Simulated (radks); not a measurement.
Results of a calculation; reference values are marked as such.
Q: These are the eigenvalues of the occupied orbitals of an atom or ion with whole-number occupations (Ry). Code: a radial shooting solver on a logarithmic mesh with Libxc functionals. Model: Dirac Kohn-Sham, LDA (Slater exchange, Perdew-Wang correlation), spin-unpolarised, spherical densities, finite nucleus; Fermi nuclear charge, rms radius of each element as measured or else 0.836 A^(1/3) + 0.57 fm.

orbital  eigenvalue
1s1/2     -4792.728
2s1/2     -824.5301
2p1/2     -788.2099
2p3/2     -700.7143
3s1/2     -192.7409
3p1/2     -176.5612
3p3/2     -157.8165
3d3/2     -130.2618
3d5/2     -126.1698
4s1/2     -43.80467
4p1/2     -37.16669
4p3/2     -32.84403
4d3/2     -21.88911
4d5/2     -21.09388
5s1/2     -10.68125
5p1/2      -8.66384
5p3/2      -7.97102
4f5/2      -7.49373
4f7/2      -7.35688

Which element is it, and in what charge state? The configuration may be excited. Open shells, if any, fill j = l - 1/2 first.

A: Z = 72, hafnium, charge +6: Hf6+ in [Kr] 4d10 4f13 5s2 5p5. The list shows which subshells hold electrons but not how many an open one holds; the 1s level, -2396.4 hartree, gives Z - s = 69.2 by -(Z - s)^2/2, which with screening and relativity narrows Z to a few neighbours, and the depths of the outer levels then fix element, charge and occupations together.
